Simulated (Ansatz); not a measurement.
A nudged elastic band was laid between two geometries of F3HSi + H2 (7 atoms, charge 0, multiplicity 1).

These are results of RKS CAM-B3LYP-D4/cc-pVDZ (Ansatz 0.2.0), not measurements.

```
movable images  : 5
climbing image  : yes
spring          : 5.0 eV/Å²
optimiser       : quadratic models (default)
start path      : through a guess of the saddle point
force threshold : 0.03 eV/Å
iteration limit : 60
end points      : relaxed
```

Initial state:

```xyz
7
Properties=species:S:1:pos:R:3
Si 0.021 1.106 -0.499
F 0.697 -0.247 0.083
F -1.017 0.679 -1.663
F -0.823 1.792 0.696
H 1.049 2.017 -1.014
H 0.146 -2.341 1.045
H -0.072 -3.006 1.351
```

Final state:

```xyz
7
Properties=species:S:1:pos:R:3
Si -0.299 0.164 -0.637
F 1.290 -0.802 1.322
F -1.415 0.873 -1.594
F -0.751 0.580 0.902
H 1.003 0.789 -0.938
H 0.615 -0.308 1.743
H -0.442 -1.296 -0.798
```

What changes between the two ends?

Bonds broken: Si1–F2, H6–H7. Bonds formed: Si1–H7, F2–H6. F3HSi + H2 becomes F2H2Si + FH.

What energy profile does the band end with?

The forces met the threshold. The highest image is number 4 of 0 to 6, 217.8 kJ/mol above the first end and 128.6 kJ/mol above the last; the last end lies 89.2 kJ/mol above the first. Neighbouring images differ by up to 1.6 eV, so the band resolves the path poorly. A vibrational analysis at the climbing image gives one clearly imaginary mode, 1117i cm⁻¹: a first-order saddle point. The orbitals stay closed-shell, which can raise the energy where a bond breaks towards radicals; this wasn't checked here.

```json
{"image": "0", "path coordinate (Å)": "0.00", "energy (kJ/mol)": "0.0", "Si1–F2 (Å)": "1.62", "H6–H7 (Å)": "0.76", "Si1–H7 (Å)": "4.51"}
{"image": "1", "path coordinate (Å)": "1.02", "energy (kJ/mol)": "0.4", "Si1–F2 (Å)": "1.62", "H6–H7 (Å)": "0.76", "Si1–H7 (Å)": "4.04"}
{"image": "2", "path coordinate (Å)": "2.05", "energy (kJ/mol)": "2.4", "Si1–F2 (Å)": "1.62", "H6–H7 (Å)": "0.76", "Si1–H7 (Å)": "3.20"}
{"image": "3", "path coordinate (Å)": "3.07", "energy (kJ/mol)": "59.1", "Si1–F2 (Å)": "1.64", "H6–H7 (Å)": "0.76", "Si1–H7 (Å)": "2.42"}
{"image": "4", "path coordinate (Å)": "4.09", "energy (kJ/mol)": "217.8", "Si1–F2 (Å)": "1.90", "H6–H7 (Å)": "0.98", "Si1–H7 (Å)": "1.69"}
{"image": "5", "path coordinate (Å)": "5.35", "energy (kJ/mol)": "107.6", "Si1–F2 (Å)": "2.57", "H6–H7 (Å)": "2.15", "Si1–H7 (Å)": "1.48"}
{"image": "6", "path coordinate (Å)": "6.61", "energy (kJ/mol)": "89.2", "Si1–F2 (Å)": "2.70", "H6–H7 (Å)": "2.92", "Si1–H7 (Å)": "1.47"}
```

What is the geometry of the highest image?


```xyz
7
Properties=species:S:1:pos:R:3
Si -0.071 0.355 -0.231
F 1.141 -0.354 1.043
F -1.183 0.237 -1.435
F -0.867 1.196 0.905
H 1.040 1.013 -0.931
H 0.343 -1.160 0.639
H -0.403 -1.287 0.010
```

Time of the run: 110 s on 2 threads of Arm Neoverse V1 (shared host), peak memory 0.19 GiB.
